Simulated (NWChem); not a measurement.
The numbers come from NWChem runs, not from measurements. System: H2BO3, charge 0, spin multiplicity 2, at a geometry optimised with UPBE0/def2-SVP. The structure started from a generated list of species. Its SCF solution wasn't tested for a lower state. Level: UMP2/def2-TZVP, 4 core orbitals frozen.

Job file:

```
start mol
memory heap 200 mb stack 900 mb global 1100 mb
geometry units angstroms nocenter noautoz
  O      0.000000     0.000000    -1.426709
  B      0.000000     0.000000    -0.053960
  O      1.222582     0.034983     0.543954
  O     -1.222582    -0.034983     0.543954
  H      1.208933     0.198211     1.490105
  H     -1.208933    -0.198211     1.490105
  symmetry group C2
end
basis spherical
  * library def2-tzvp
end
scf
  uhf
  nopen 1
  maxiter 100
  thresh 1e-7
  semidirect memsize 60000000 filesize 0
  # guess.movecs holds the orbitals of an unrestricted PBE0 run
  vectors input guess.movecs output mol.movecs
end
mp2
  freeze core 4
end
task mp2 energy
```

NWChem printed:

```
             Northwest Computational Chemistry Package (NWChem) 7.3.0
             --------------------------------------------------------

                                NWChem Input Module
                                -------------------

 Scaling coordinates for geometry "geometry" by  1.889725989
 (inverse scale =  0.529177249)

 Turning off AUTOSYM since
 SYMMETRY directive was detected!

                             Geometry "geometry" -> ""
                             -------------------------

 Output coordinates in angstroms (scale by  1.889725989 to convert to a.u.)

  No.       Tag          Charge          X              Y              Z
 ---- ---------------- ---------- -------------- -------------- --------------
    1 O                    8.0000     0.00000000     0.00000000    -1.42670900
    2 B                    5.0000     0.00000000     0.00000000    -0.05396000
    3 O                    8.0000     1.22258200     0.03498300     0.54395400
    4 O                    8.0000    -1.22258200    -0.03498300     0.54395400
    5 H                    1.0000     1.20893300     0.19821100     1.49010500
    6 H                    1.0000    -1.20893300    -0.19821100     1.49010500

 Effective nuclear repulsion energy (a.u.)     107.1912885412

            Nuclear Dipole moment (a.u.)
            ----------------------------
        X                 Y               Z
 ---------------- ---------------- ----------------
     0.0000000000     0.0000000000     0.0000037795

      Symmetry information
      --------------------

 Group name             C2
 Group number              4
 Group order               2
 No. of unique centers     4

      Symmetry unique atoms

     1    2    3    5


 Summary of "ao basis" -> "" (spherical)
 ------------------------------------------------------------------------------
       Tag                 Description            Shells   Functions and Types
 ---------------- ------------------------------  ------  ---------------------
 *                         def2-tzvp                  on all atoms

 Summary of "ao basis" -> "ao basis" (spherical)
 ------------------------------------------------------------------------------
       Tag                 Description            Shells   Functions and Types
 ---------------- ------------------------------  ------  ---------------------
 O                         def2-tzvp                11       31   5s3p2d1f
 B                         def2-tzvp                11       31   5s3p2d1f
 H                         def2-tzvp                 4        6   3s1p

                                 NWChem SCF Module
                                 -----------------

  ao basis        = "ao basis"
  functions       =   136
  atoms           =     6
  alpha electrons =    16
  beta  electrons =    15
  charge          =   0.00
  wavefunction    = UHF
  use symmetry    = T
  symmetry adapt  = T

 Summary of "ao basis" -> "ao basis" (spherical)
 ------------------------------------------------------------------------------
       Tag                 Description            Shells   Functions and Types
 ---------------- ------------------------------  ------  ---------------------
 O                         def2-tzvp                11       31   5s3p2d1f
 B                         def2-tzvp                11       31   5s3p2d1f
 H                         def2-tzvp                 4        6   3s1p

      Symmetry analysis of basis
      --------------------------
[...]
 -----------   ------   -------------------------------------------------------
    1 O    8     3.60   0.40  0.59  0.29  0.48  0.16  0.66  0.71  0.30  0.00  0.01  0.00
    2 B    5     2.21   0.46  0.53  0.24  0.07  0.00  0.47  0.21  0.03  0.07  0.11  0.03
    3 O    8     4.27   0.40  0.59  0.28  0.46  0.15  0.94  1.03  0.41  0.00  0.01  0.00
    4 O    8     4.27   0.40  0.59  0.28  0.46  0.15  0.94  1.03  0.41  0.00  0.01  0.00
    5 H    1     0.33   0.12  0.16  0.02  0.02
    6 H    1     0.33   0.12  0.16  0.02  0.02

   Mulliken analysis of the spin density
   -------------------------------------

    Atom       Charge   Shell Charges
 -----------   ------   -------------------------------------------------------
    1 O    8     1.04   0.00 -0.00  0.02  0.02  0.01  0.45  0.44  0.09 -0.00  0.00 -0.00
    2 B    5    -0.05  -0.00  0.00 -0.01  0.01  0.00 -0.02 -0.04 -0.00  0.01  0.00  0.00
    3 O    8     0.01   0.00 -0.00  0.00  0.00 -0.00  0.00  0.00 -0.00  0.00  0.00 -0.00
    4 O    8     0.01   0.00 -0.00  0.00  0.00 -0.00  0.00  0.00 -0.00  0.00  0.00 -0.00
    5 H    1     0.00   0.00  0.00  0.00 -0.00
    6 H    1     0.00   0.00  0.00  0.00 -0.00

       Multipole analysis of the density wrt the origin
       ------------------------------------------------

     L   x y z        total         alpha         beta         nuclear
     -   - - -        -----         -----         ----         -------
     0   0 0 0     -0.000000    -16.000000    -15.000000     31.000000

     1   1 0 0      0.000000     -0.000000      0.000000      0.000000
     1   0 1 0      0.000000      0.000000     -0.000000      0.000000
     1   0 0 1      1.588656      2.103788     -0.515136      0.000004

     2   2 0 0    -18.884061    -57.952758    -56.772763     95.841459
     2   1 1 0      0.556295     -1.841783     -1.757074      4.155151
     2   1 0 1     -0.000000      0.000000     -0.000000      0.000000
     2   0 2 0    -16.317434     -8.427355     -8.240601      0.350522
     2   0 1 1      0.000000      0.000000      0.000000      0.000000
     2   0 0 2    -13.273413    -55.794119    -48.446973     90.967678

                   NWChem MP2 Semi-direct Energy/Gradient Module
                   ---------------------------------------------

  Basis functions       =    136
  Molecular orbitals    =    136
  Frozen core           =      4
  Frozen virtuals       =      0
  Active alpha occupied =     12
  Active beta occupied  =     11
  Active alpha virtual  =    120
  Active beta virtual   =    121
  Use MO symmetry       = T
  Use skeleton AO sym   = T

  AO/Fock/Back tols     =   1.0D-09  1.0D-09  1.0D-09

 GA uses MA = F    GA memory limited = T

 Available:
  local mem=  1.26D+08
 global mem=  1.44D+08
 local disk=  0.00D+00
  mp2_memr nvloc                   120
  nvloc new                   120
   1 passes of  12:        5242880                     109703                  44869249.
   1 passes of  12: M    126151686           G      144142208           F     120908806.

 Semi-direct pass number   1 of   1  for UHF alpha       at        5.4s
  vrange nnbf                  9158
  mp2_eaftype                   171  avail_ma_in_mb                  1099
 EAF : mp2_eaftype filesize         171   22434625.
  mp2_eaf for mointskh                    171
Node 0 wrote    105.5 Mb in      0.0 s     Agg I/O rate:  7639.1 Mb/s
 Done moints_semi at        8.5s
  mp2_eaftype                   171  avail_ma_in_mb                   928
 EAF : mp2_eaftype filesize         171   22434625.
  mp2_eaf for kh                   171
 Done maket at        8.7s
 Done multipass loop at        8.7s

 GA uses MA = F    GA memory limited = T

 Available:
  local mem=  1.26D+08
 global mem=  1.44D+08
 local disk=  0.00D+00
  mp2_memr nvloc                   121
  nvloc new                   121
   1 passes of  11:        5242880                     104255                  41475294.
   1 passes of  11: M    126151686           G      144142208           F     120908806.

 Semi-direct pass number   1 of   1  for UHF beta        at        8.7s
  vrange nnbf                  9158
  mp2_eaftype                   158  avail_ma_in_mb                  1099
 EAF : mp2_eaftype filesize         158   20737647.
  mp2_eaf for mointskh                    158
Node 0 wrote     97.5 Mb in      0.0 s     Agg I/O rate:  7767.0 Mb/s
 Done moints_semi at       11.7s
  mp2_eaftype                   158  avail_ma_in_mb                   941
 EAF : mp2_eaftype filesize         158   20737647.
  mp2_eaf for kh                   158
 Done maket at       11.9s
 Done multipass loop at       11.9s

          -------------------------------------------
          SCF energy                -250.661840690663
          Correlation energy          -0.744651923345
          Singlet pairs                0.000000000000
          Triplet pairs                0.000000000000
          Total MP2 energy          -251.406492614008
          -------------------------------------------

          ---------------------------------------------------
                    Spin Component Scaled (SCS) MP2
          Same spin pairs                     -0.190633741342
          Same spin scaling factor             0.333333333333
          Opposite spin pairs                 -0.554018182004
          Opposite spin scaling fact.          1.200000000000
          SCS-MP2 correlation energy          -0.728366398852
          Total SCS-MP2 energy              -251.390207089514
          ---------------------------------------------------

 -----------------------
 Performance information
 -----------------------

 Timer overhead =  1.20D-07 seconds/call

               Nr. of calls         CPU time (s)                 Wall time (s)                GFlops
             ---------------    -------------------     ------------------------------   -------------------
Name         Min   Avg   Max    Min     Avg     Max     Min     Avg     Max   Mx/calls   Min     Max     Sum
mp2: moin     2     2     2    6.0     6.0     6.0      6.0     6.0     6.0     3.0      0.0     0.0     0.0
mp2: make     2     2     2   0.42    0.42    0.42     0.42    0.42    0.42    0.21      0.0     0.0     0.0
mp2: tota     1     1     1    6.5     6.5     6.5      6.5     6.5     6.5     6.5      0.0     0.0     0.0

 The average no. of pstat calls per process was 5.00D+00
 with a timing overhead of 6.01D-07s

 Task  times  cpu:       11.9s     wall:       11.9s

 Total times  cpu:       11.9s     wall:       11.9s
```
